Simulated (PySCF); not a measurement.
Be(SiH3)(GeH3), H₆BeGeSi, SMILES [SiH3][Be][GeH3] (PBE0/def2-SVP optimised geometry):

```
9

Be     0.027    -0.073     0.000
Si     2.225    -0.073     0.000
H      2.786     1.319    -0.018
H      2.787    -0.783    -1.196
H      2.788    -0.753     1.214
Ge    -2.187    -0.067     0.001
H     -2.780     1.150     0.747
H     -2.785    -0.027    -1.424
H     -2.788    -1.319     0.681
```

Method: PBE0/def2-TZVP (PySCF).

**Question.** What are the frontier orbital energies and the dipole moment?

**Answer.** HOMO-2 -9.37 eV, HOMO-1 -8.91 eV, HOMO -7.47 eV, LUMO -1.83 eV, LUMO+1 -1.83 eV; dipole moment 0.16 D.

On the same geometry PBE/def2-TZVP run with PySCF 2.14.0 gives HOMO-2 -8.11 eV, HOMO-1 -7.71 eV, HOMO -6.41 eV, LUMO -2.61 eV, LUMO+1 -2.61 eV; dipole moment 0.15 D.

Meta-Löwdin charges at PBE0/def2-TZVP: Be1 0.96, Si2 -0.28, H3 -0.06, H4 -0.06, H5 -0.06, Ge6 -0.38, H7 -0.04, H8 -0.04, H9 -0.04.
